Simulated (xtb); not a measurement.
C$_{5}$H$_{15}$OSi$_{2}$, doublet, from a rough starting geometry; GFN2-xTB run with xtb.

xtb was given this input:
```
$ xtb mol.xyz --gfn 2 --uhf 1 --opt vtight --json

# file mol.xyz
23

C      2.30685942     1.81284644    -0.01213558
Si     2.01952379    -0.00106235    -0.56780683
C      2.79380786    -1.18546245     0.72750116
O      0.41080331    -0.29198912    -0.63502771
Si    -1.16395301    -0.17347744    -0.29157812
C     -2.06121505     0.61582137    -1.79846122
C     -1.76432529    -1.96391338    -0.06249353
C     -1.52024921     0.81846940     1.22436511
H      1.82971887     2.50919218    -0.75229425
H      3.32376709     2.04924381     0.01665771
H      1.79404056     2.02178113     0.94982593
H      3.78937837    -1.07264157     0.78601574
H      2.58119307    -2.22557758     0.51106399
H      2.35276039    -1.03206489     1.68037903
H     -1.76276496     0.04812698    -2.73310491
H     -1.71144098     1.64035354    -1.93417372
H     -3.05812401     0.67071297    -1.77788709
H     -1.22781822    -2.44441576     0.75248628
H     -2.83126913    -1.99528042     0.07787751
H     -1.55804685    -2.62244676    -1.00876496
H     -2.52724031     0.83877392     1.54184799
H     -0.95367917     0.36956782     2.10243836
H     -1.13527823     1.81592227     1.15336112
```

What the program printed (banner, timings and long lists left out):

```
   ID    Z sym.   atoms
    1    6 C      1, 3, 6-8
    2   14 Si     2, 5
    3    8 O      4
    4    1 H      9-23

           -------------------------------------------------
          |                Calculation Setup                |
           -------------------------------------------------

           -------------------------------------------------
          |                 G F N 2 - x T B                 |
           -------------------------------------------------

          ...................................................
          :                      SETUP                      :
          :.................................................:
          :  # basis functions                  59          :
          :  # atomic orbitals                  57          :
          :  # shells                           33          :
          :  # electrons                        49          :
          :  max. iterations                   250          :
          :  Hamiltonian                  GFN2-xTB          :
          :  restarted?                      false          :
          :  GBSA solvation                  false          :
          :  PC potential                    false          :
          :  electronic temp.          300.0000000     K    :
          :  accuracy                    1.0000000          :
          :  -> integral cutoff          0.2500000E+02      :
          :  -> integral neglect         0.1000000E-07      :
          :  -> SCF convergence          0.1000000E-05 Eh   :
          :  -> wf. convergence          0.1000000E-03 e    :
          :  Broyden damping             0.4000000          :
          :  net charge                          0          :
          :  unpaired electrons                  1          :
          ...................................................

 iter      E             dE          RMSdq      gap      omega  full diag
   1    -26.1515318 -0.261515E+02  0.391E+00    3.48       0.0  T
   2    -26.2250074 -0.734756E-01  0.234E+00    3.08       1.0  T
   3    -26.2223624  0.264499E-02  0.110E+00    3.61       1.0  T
   4    -26.2394094 -0.170470E-01  0.479E-01    3.44       1.0  T
   5    -26.2413133 -0.190394E-02  0.217E-01    3.50       1.0  T
   6    -26.2414620 -0.148753E-03  0.824E-02    3.52       1.0  T
   7    -26.2414979 -0.358796E-04  0.333E-02    3.53       1.0  T
   8    -26.2415007 -0.275647E-05  0.189E-02    3.53       1.1  T
[...]
 * total energy  :   -25.8945528 Eh     change       -0.7207412E-06 Eh
 * total energy  :   -25.8945536 Eh     change       -0.8300683E-06 Eh
 * total energy  :   -25.8945545 Eh     change       -0.8616755E-06 Eh
 * total energy  :   -25.8945552 Eh     change       -0.7349612E-06 Eh
 * total energy  :   -25.8945558 Eh     change       -0.5371030E-06 Eh
 * total energy  :   -25.8945562 Eh     change       -0.4177512E-06 Eh
 * total energy  :   -25.8945566 Eh     change       -0.4223141E-06 Eh
 * total energy  :   -25.8945571 Eh     change       -0.5394639E-06 Eh
 * total energy  :   -25.8945579 Eh     change       -0.7269688E-06 Eh
 * total energy  :   -25.8945582 Eh     change       -0.3452307E-06 Eh
 * total energy  :   -25.8945584 Eh     change       -0.2174223E-06 Eh
 * total energy  :   -25.8945585 Eh     change       -0.6791503E-07 Eh
   *** GEOMETRY OPTIMIZATION CONVERGED AFTER 60 ITERATIONS ***
         :: total energy             -25.894558502648 Eh    ::
[...]
                             2 Si   0.891
     2  14 Si   2.958 --     4 O    1.068     1 C    0.891     3 C    0.890
     3   6 C    3.977 --    12 H    0.997    13 H    0.991    14 H    0.983
                             2 Si   0.890
     4   8 O    2.353 --     5 Si   1.100     2 Si   1.068
     5  14 Si   3.825 --     4 O    1.100     7 C    0.875     6 C    0.875
                             8 C    0.874
     6   6 C    3.979 --    17 H    0.996    15 H    0.990    16 H    0.990
                             5 Si   0.875
     7   6 C    3.978 --    19 H    0.995    18 H    0.990    20 H    0.990
                             5 Si   0.875
     8   6 C    3.978 --    21 H    0.994    22 H    0.990    23 H    0.990
                             5 Si   0.874
     9   1 H    0.999 --     1 C    0.991
    10   1 H    0.999 --     1 C    0.997
    11   1 H    0.999 --     1 C    0.982
    12   1 H    0.999 --     3 C    0.997
    13   1 H    0.999 --     3 C    0.991
    14   1 H    0.999 --     3 C    0.983
    15   1 H    0.999 --     6 C    0.990
    16   1 H    0.999 --     6 C    0.990
    17   1 H    0.999 --     6 C    0.996
    18   1 H    0.999 --     7 C    0.990
    19   1 H    0.999 --     7 C    0.995
    20   1 H    0.999 --     7 C    0.990
    21   1 H    0.999 --     8 C    0.994
    22   1 H    0.999 --     8 C    0.990
    23   1 H    0.999 --     8 C    0.990
 ---------------------------------------------------------------------------

Topologies differ in total number of bonds
Writing topology from bond orders to xtbtopo.mol

molecular dipole:
                 x           y           z       tot (Debye)
 q only:        0.408      -0.029      -0.161
   full:       -0.031       0.060       0.450       1.156
molecular quadrupole (traceless):
                xx          xy          yy          xz          yz          zz
 q only:        3.049      -0.124      -2.192      -2.716       0.219      -0.857
  q+dip:        0.855       0.395       0.301       1.388       0.049      -1.156
   full:        1.819       0.616       0.069       1.949      -0.021      -1.887

optimized geometry written to: xtbopt.xyz

           -------------------------------------------------
          | TOTAL ENERGY              -25.894558502648 Eh   |
          | GRADIENT NORM               0.000109262263 Eh/α |
          | HOMO-LUMO GAP               3.437324077083 eV   |
           -------------------------------------------------
```
